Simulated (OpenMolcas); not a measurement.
d8 ions of charge +2 down a group with 6 fluoride ligands in octahedral coordination

```json
{
 "Program": "OpenMolcas",
 "Method": "CASSCF",
 "Spin-orbit coupling": "RASSI with atomic mean-field integrals over the reference wave functions"
}
```

The d shell is active. Anionic complexes are neutralised by point charges behind the ligands. Distances were set from a Shannon-type radius of the metal (high-spin where two are listed) plus a fixed donor radius (F 1.31 Å). Ligand basis ANO-RCC-VDZP, DKH2 Hamiltonian. States (labels of O, the rotations of Oh). Energies in cm-1 above the lowest state or level, χT in cm3 K/mol; 10Dq and B are least-squares fits to the states below 45000 cm-1, weighted by degeneracy, with a free offset, and given where the rms deviation is under 5 % of |10Dq| (or 100 cm-1) and under 700 cm-1. Spin-only χT is S(S+1) / 2 for the spin of the ground state.

```
 Ion  Shell  R (Å)   Metal basis  Outer charge (e at Å behind ligand)  Ground state  First state of that spin   10Dq  B (rms of fit)  First gap with spin-orbit (degeneracies)  χT at 300 K  First state of another spin  Spin-only χT
Ni2+    3d8      2  ANO-RCC-VDZP                          0.67 at 2.4           3A2                  3T2 6061   5940       1276 (63)                               5786 (3, 2)        1.508                     1E 18494         1.000
Pd2+    4d8   2.17  ANO-RCC-VTZP                          0.67 at 2.6           3A2                  3T2 9695   9860        898 (65)                               8779 (3, 2)        1.573                     1E 13831         1.000
Pt2+    5d8   2.11  ANO-RCC-VTZP                          0.67 at 2.4           3A2                 3T2 15650  15791        786 (50)                               9858 (3, 2)        1.792                     1E 12496         1.000
```

The rows also differ in their metal basis and outer charges, so part of each step comes from that.

|10Dq| changes by factors of 9860 / 5940 = 1.66 from Ni2+ to Pd2+, 15791 / 9860 = 1.60 from Pd2+ to Pt2+.

B goes from 1276 cm-1 (Ni2+) to 786 cm-1 (Pt2+).

Every ion keeps the highest spin of its shell. χT departs most from the spin-only value for Pt2+, by +0.792 cm3 K/mol.

Without dynamic correlation the repulsion within the d shell is too large (B by tens of per cent), so at a given field states of lower spin stand too high. Ligand-to-metal charge-transfer states are missing. With no ligand orbital active B as a rule stays too high, so bands that hang on it stand too high and its fall with covalency is understated. With metal d orbitals alone and no dynamic correlation the field as a rule comes out too small, by tens of per cent, by up to half for chloride and softer ligands, and the orbital part of g and χT, which goes as 1/10Dq, too large (holds for Ni2+). Real 4d8 and 5d8 ions are as a rule square planar and diamagnetic (holds for Pd2+; Pt2+). With metal d orbitals alone the field can be off either way by tens of per cent (holds for Pd2+; Pt2+). No measured value stands beside these numbers; the geometry was imposed, not optimised, and the real ion may take another.
